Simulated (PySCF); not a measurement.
## B: excitation energy

B [He] 2s2 2p1 (2P) → B [He] 2s1 2p1 3s1 (4P), as a difference of total energies. Calculation: PySCF 2.14, in dyall-acv3z; the spin-free X2C one-electron Hamiltonian (Gaussian nucleus). Correlated levels: valence and next inner shell: nothing frozen; virtual orbitals above 40 to 60 times the deepest correlated orbital energy dropped. The calculations carry no spin-orbit coupling.

```json
{"method": "UHF", "excitation energy (eV)": "8.015"}
{"method": "MP2 (valence and next inner shell)", "excitation energy (eV)": "9.133"}
{"method": "SCS-MP2 (valence and next inner shell)", "excitation energy (eV)": "9.408"}
{"method": "CCSD (valence and next inner shell)", "excitation energy (eV)": "9.543"}
{"method": "CCSD(T) (valence and next inner shell)", "excitation energy (eV)": "9.586"}
```

**Question.** How much does correlation contribute at CCSD(T) (valence and next inner shell)?

**Answer.** 9.586 − (8.015) = 1.571 eV, measured against UHF.

The upper state lies above the first ionisation limit, but in LS coupling its spin forbids autoionisation to the ground ion. A Rydberg-like electron needs more diffuse functions than a valence basis has.

The promoted electron is Rydberg-like, and one or two diffuse shells describe it only roughly, which tends to raise the upper state.
